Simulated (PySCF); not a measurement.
**Cobalt: a sound run and one with changed settings**

Sound run: Co [Ar] 3d7 4s2, Co⁺ [Ar] 3d8. Calculation: PySCF 2.14, in jorge-DZP-DKH (8s6p2d1f, 43 functions); scalar relativity by spin-free X2C-1e. In the sound run the correlated levels freeze [Ar]. The sound run starts from symmetry-adapted Hartree-Fock orbitals and uses a fine grid where one is needed.

Changed run: all electrons correlated in a basis built for the valence shell.

| species | method | sound run (hartree) | changed run (hartree) | converged |
| --- | --- | --- | --- | --- |
| Co | MP2 | -1391.83246 | -1392.20888 | yes |
| Co⁺ | MP2 | -1391.55433 | -1391.94072 | yes |

Ionisation energy of Co:

```
 method  sound run (eV)  changed run (eV)
    UHF           8.161             8.161
    MP2           7.568             7.297
SCS-MP2           7.640             7.458
```

A valence basis has no tight correlating functions, so it recovers only part of the core correlation, and not evenly between atom and ion.

For comparison, NIST gives 7.881 eV between the lowest levels.
